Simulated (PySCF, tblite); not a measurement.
Dissociation curve of CF, doublet.

Levels: UMP2/6-31G* = unrestricted MP2 (frozen core)/6-31G*, spherical d in PySCF; GFN2-xTB, 300 K electronic temperature (tblite); UCCSD(T) = CCSD(T) on UHF/cc-pVTZ, 2 core orbitals frozen (PySCF 2.14.0).

Energies relative to the lowest point of each curve near equilibrium, in kcal/mol:

```
R / Å  UMP2/6-31G*  GFN2-xTB
-----  -----------  --------
1.02          80.6      77.8
1.09          36.6      33.3
1.15          15.3      12.8
1.19           7.0       5.3
1.22           3.1       2.0
1.27           0.1       0.0
1.31           0.0       0.7
1.34           1.0       2.2
1.38           3.4       5.2
1.45           9.8      12.5
1.59          27.2      30.7
1.71          44.3      47.2
```

**Question.** What does UCCSD(T) give at the same points?

**Answer.** 1.02: 70.1; 1.09: 30.7; 1.15: 12.1; 1.19: 5.2; 1.22: 2.1; 1.27: 0.0; 1.31: 0.5; 1.34: 1.8; 1.38: 4.5; 1.45: 11.1; 1.59: 28.0; 1.71: 43.8 (kcal/mol).

The scan ran from 1.02 to 5.09 Å; beyond the distances shown one of the unrestricted levels run for this scan, shown here or not, changes its spin distribution in one step.
